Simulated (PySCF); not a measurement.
Vertical excitations of a molecule C₄H₇Cl from TDA-PBE/def2-SVPD (PySCF), as energy in eV (oscillator strength): 5.98 (0.036), 6.30 (0.098), 6.31 (0.000), 6.47 (0.131), 6.91 (0.060), 7.06 (0.021), 7.23 (0.005), 7.27 (0.012), 7.40 (0.014), 7.52 (0.000). Lowest triplet (TDA): 4.09 eV. The structure is a stationary point at PBE-D3(BJ)/def2-SVP. One conformer was computed; it need not be the lowest.

**Question.** Which molecule gave these data?
A. C=CCCCl
B. C=C(Cl)CC
C. CC1(Cl)CC1
D. CC/C=C\Cl

**Answer.** D, CC/C=C\Cl
